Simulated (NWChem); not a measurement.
Molecule: CuH3O; SMILES [OH2]->[CuH]

```xyz
5

Cu     0.0144    -0.5357     0.0000
H     -0.0116    -2.0203     0.0000
O      0.0130     1.4541     0.0000
H     -0.4307     1.8325    -0.7700
H     -0.4307     1.8325     0.7700
```
Atoms are numbered in this order, from 1.

Computed with NWChem. All runs use the structure optimised with PBE0/def2-SVP. Vzz is the largest principal value of the second derivative of the potential at the nucleus (NWChem prints the opposite sign); η is the asymmetry. Non-relativistic.

### Question
What does the run give for PBE/def2-SVP? Quantities: Vzz Cu1 (a.u.); η Cu1; Vzz O3 (a.u.); η O3.

### Answer
- Vzz Cu1 (a.u.) = 0.205
- η Cu1 = 0.85
- Vzz O3 (a.u.) = -1.644
- η O3 = 0.70
